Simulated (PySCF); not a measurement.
## Polarisability and C₆ of Ta³⁺ (tantalum, charge +3)

[Xe] 4f14 5d2, high-spin 3F determinant. Calculation: PySCF 2.14, in def2-QZVPPD with the def2 core potential (60 electrons) (7s6p4d3f2g, 84 functions); a scalar-relativistic core potential. Coupled (time-dependent) response in atomic units; α is the mean over directions.

| method | mean α (bohr³) | C₆ (like pair) | S(−4) |
| --- | --- | --- | --- |
| UHF | 6.931 | 31.73 | 18.41 |
| PBE | 7.469 | 34.07 | 24.63 |
| PBE0 | 7.244 | 33.10 | 21.86 |

S(−4) is the Cauchy moment in α(ω) = α(0) + S(−4) ω² + …

Spin-orbit coupling is absent.

α(iu) at PBE0:

| u (hartree) | α(iu) (bohr³) |
| --- | --- |
| 0 | 7.244 |
| 0.0500 | 7.190 |
| 0.100 | 7.037 |
| 0.200 | 6.535 |
| 0.300 | 5.940 |
| 0.500 | 4.866 |
| 0.750 | 3.866 |
| 1.00 | 3.135 |
| 1.50 | 2.150 |
| 2.00 | 1.536 |
| 3.00 | 0.8678 |
| 5.00 | 0.3706 |

A single London oscillator, α(iu) = α/(1 + u²/ω²), gives C₆ = (3/4) ω α². Matching the computed C₆ needs ω = 4 × 33.10 / (3 × 7.244²) = 0.841 hartree.

For an ion, C₆ is the dispersion term alone; charge-induced terms of lower order in 1/R come first.

Energies and moments cover only the electrons outside the core potential. Spin-orbit coupling, absent here, splits the open shell strongly.
